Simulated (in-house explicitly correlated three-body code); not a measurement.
The numbers below are computed, except where a source is named.
**Taking the two-electron ground state apart, Z = 2.8**

A variational code in 260 exponentially correlated functions gives, for two electrons around a point charge Z = 2.8 (non-relativistic, fixed nucleus, atomic units): E = -6.244733, <1/r> = 2.487979 per electron, <1/r12> = 1.443218. From its density, U = 3.051768 (Hartree energy) and T_s = 6.20537 (kinetic energy of the doubly filled orbital √(n/2)). Further, <r²> = 0.524384 per electron, <r12²> = 1.09186 and <p1·p2> = 0.262811.

**Question.** Check the virial theorem, and compare with the screened hydrogenic estimate.

**Answer.** V = −2Z<1/r> + <1/r12> = -13.932682 + 1.443218 = -12.489464, and 2E = -12.489466, so T = −E = 6.244733. A product of 1s orbitals with exponent Z − 5/16 = 2.4875 gives −2.4875² = -6.18766, which is 57.1 millihartree too high.

**Question.** Find the exchange and correlation energies of density-functional theory.

**Answer.** For two electrons in one orbital E_x = −U/2 = -1.525884. The potential part of correlation is U_c = <1/r12> − U − E_x = -0.082666, the kinetic part T_c = T − T_s = 0.039363, and E_c = T_c + U_c = -0.043303 hartree. Restricted Hartree-Fock gives -6.201450, so the correlation energy of wave-function theory is -0.043283.

**Question.** What do the second moments say about angular correlation and diamagnetism?

**Answer.** From r12² = r1² + r2² − 2 r1·r2, <r1·r2> = <r²> − <r12²>/2 = -0.02154 bohr². It vanishes for a product of s orbitals, and its negative sign shows that the electrons favour opposite sides of the nucleus. The Langevin susceptibility is −0.79199e-6 × 2<r²> = -0.8306e-6 cm³/mol.

**Question.** How does a model nuclear mass of 5.6 u change the ionisation energy, to first order in m/M (1 hartree = 27.211386 eV)?

**Answer.** m/M = 1/(5.6 × 1822.8885) = 9.79607e-05. With a fixed nucleus the second electron is bound by −Z²/2 − E = 2.324733 hartree = 63.2592 eV. The reduced mass scales this by 1 − m/M, a change of -6.197 meV. The mass-polarisation term raises the two-electron state by (m/M)<p1·p2> = 25.75 microhartree, a further -0.701 meV. The sum is 63.2523 eV, before relativistic and QED terms.
